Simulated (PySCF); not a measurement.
Stepwise substitution at one centre (B NH2-H). All species are isolated molecules in the gas phase. Strings in code marks are SMILES.

These are M06-2X/def2-TZVP // B3LYP-D3(BJ)/def2-TZVP (PySCF) values and carry that method's errors. Delta-SCF ions had no search for a lower state. Excitations are Tamm–Dancoff values on a coarser integration grid. The basis has no diffuse functions, so Rydberg states are missing or too high.

```
species                              S1 excitation (TDA) (eV)  T1 excitation (TDA) (eV)  vertical ionisation energy (Delta-SCF) (eV)  HOMO–LUMO gap (eV)  HOMO (eV)
-----------------------------------  ------------------------  ------------------------  -------------------------------------------  ------------------  ---------
0 of 3 NH2 replaced by H (`NB(N)N`)                       ___                      6.07                                         9.24                9.42        ___
1 of 3 NH2 replaced by H (`NBN`)                         6.68                      6.45                                         9.56                9.92      -8.29
2 of 3 NH2 replaced by H (`BN`)                           ___                      6.26                                        11.39               11.15        ___
3 of 3 NH2 replaced by H (`B`)                              –                         –                                        13.16               10.25     -11.25
```

Q: What belongs in the gaps?

A: 
- 0 of 3 NH2 replaced by H (`NB(N)N`), S1 excitation (TDA) (eV): 6.31
- 0 of 3 NH2 replaced by H (`NB(N)N`), HOMO (eV): -8.04
- 2 of 3 NH2 replaced by H (`BN`), S1 excitation (TDA) (eV): 7.24
- 2 of 3 NH2 replaced by H (`BN`), HOMO (eV): -10.05
